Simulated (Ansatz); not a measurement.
Cost and result for the atomization energy of AlBrFH2ISi (7 atoms, 7 bonds).

```xyz
7

F     0.952   -2.070   -0.733
Si    0.852   -0.635   -0.049
Al   -0.881    0.991   -0.518
Br   -1.105   -0.815    1.348
I     2.761   -0.466    1.441
H    -1.879    0.606   -1.677
H    -0.700    2.389    0.188
```

Total charge 0; spin multiplicity 1. Correlated methods include outer-core shells of Br, I, which these sets cover unevenly. Scalar relativity is left out up to krypton. I: def2 effective core potential. The bonds changed during the relaxation, so this is another structure than the one it started from. The structure was optimised at the PBE0-D4/def2-TZVP level. Program: Ansatz. All runs use 4 threads of a server CPU on a shared host. Times are those of one run each, without the atoms' runs, and a repeat can differ threefold. Electronic energies, without spin–orbit coupling; frozen cores. CCSD(T)/CBS adds CCSD(T) − MP2 in def2-TZVPP to the MP2 limit, and its time is that of the two runs behind it. T1 = 0.010. With those shells the extrapolation isn't a true limit. HSE06 is the plane-wave form, built on full-range PBE exchange.

CCSD(T)/CBS is a level of theory with its own doubt, some kJ/mol a heavy atom from the limit and from the frozen cores, so smaller differences don't rank the functionals.

| level | functions | wall time | atomization (kcal/mol) | difference from CCSD(T)/CBS | per bond |
| --- | --- | --- | --- | --- | --- |
| revPBE-D4/def2-TZVPP | 241 | 2.8 s | 465.7 | -13.4 | -1.9 |
| PBE-D4/def2-TZVPP (with forces) | 241 | 3.4 s | 478.7 | -0.4 | -0.1 |
| PBE0-D4/def2-TZVPP | 241 | 5.5 s | 470.1 | -9.0 | -1.3 |
| BHLYP-D4/def2-TZVPP | 241 | 6 s | 454.9 | -24.2 | -3.5 |
| HSE06-D4/def2-TZVPP | 241 | 6.5 s | 470.5 | -8.6 | -1.2 |
| CAM-B3LYP-D4/def2-TZVPP | 241 | 6.5 s | 466.4 | -12.7 | -1.8 |
| PBE-QIDH/def2-TZVPP | 241 | 9.5 s | 469.4 | -9.7 | -1.4 |
| B97M-V/def2-TZVPP | 241 | 13 s | 478.6 | -0.5 | -0.1 |
| CCSD(T)/def2-SVP | 118 | 13 s | 426.8 | -52.3 | -7.5 |
| ωB97M-V/def2-TZVPP (with forces) | 241 | 20 s | 471.0 | -8.1 | -1.2 |
| MP2/def2-QZVPP | 428 | 27 s | 486.8 | 7.7 | 1.1 |
| CCSD(T)/def2-TZVPP | 241 | 5.9 min | 458.1 | -21.0 | -3.0 |
| CCSD(T)/CBS(def2) | – | 6.4 min | 479.1 | 0.0 | 0.0 |

In def2-TZVPP, CCSD(T) changes the Hartree–Fock value by +118.4 kcal/mol (the triples alone add +10.3 kcal/mol) and MP2 by +134.5 kcal/mol; breaking electron pairs costs correlation energy, which Hartree–Fock lacks. From PBE to PBE0 (25 % exact exchange), in def2-TZVPP and without D4, the atomization energy moves by −7.7 kcal/mol: exact exchange takes away binding that semilocal exchange gives to molecules. The D4 term adds +10.6 kcal/mol with B3LYP and +5.6 kcal/mol with PBE0; it sums over pairs of atoms, weighted by their polarisabilities, and B3LYP, whose exchange is more repulsive, gets the larger term.

B3LYP here is the variant with VWN-RPA as its local correlation; programs differ in this.

Spin–orbit coupling would lower the free I atoms strongly, and the atomization energy with them, by more than many differences here.
